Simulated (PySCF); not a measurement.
**Worked example: chemical shift, span and skew from a shielding tensor**

(E)-1-bromo-2-fluoroprop-1-ene (C3H4BrF), SMILES Br/C=C(/F)C. Atoms are numbered in the order given.

```xyz
9

C     -1.3744    -1.6821     0.0000
C      0.0929    -1.4446     0.0000
F      0.8086    -2.5877     0.0000
C      0.7793    -0.2977     0.0000
Br    -0.0253     1.4117     0.0000
H     -1.6587    -2.2706     0.8880
H     -1.9301    -0.7372     0.0000
H     -1.6587    -2.2706    -0.8880
H      1.8692    -0.2934     0.0000
```
Charge 0, spin multiplicity 1.

Geometry optimised at B3LYP-D3(BJ)/def2-SVP.

GIAO shieldings from PySCF with PBE0/pcSseg-1, non-relativistic, no solvent. The symmetric part of the tensor of C4 has the principal values -5.8, 102.1, 129.4 ppm. The same nucleus in TMS has σ = 186.3 ppm at this level (PySCF, at its B3LYP-D3(BJ)/def2-TZVP geometry). Without spin–orbit terms, shifts of atoms bonded to Cl or Br come out too high.

### Question
Work out the isotropic shielding, the ¹³C shift against TMS, the span and the skew.

### Answer

σ(iso) = (σ11 + σ22 + σ33)/3 = 75.2 ppm. δ = σ(ref) − σ(iso) = 186.3 − (75.2) = 111.1 ppm.
Span Ω = σ33 − σ11 = 135.2 ppm. Skew κ = 3(σ(iso) − σ22)/Ω = -0.60. Tumbling in solution averages the tensor to δ; in a static solid the shielding alone would spread this spin-1/2 line over Ω.
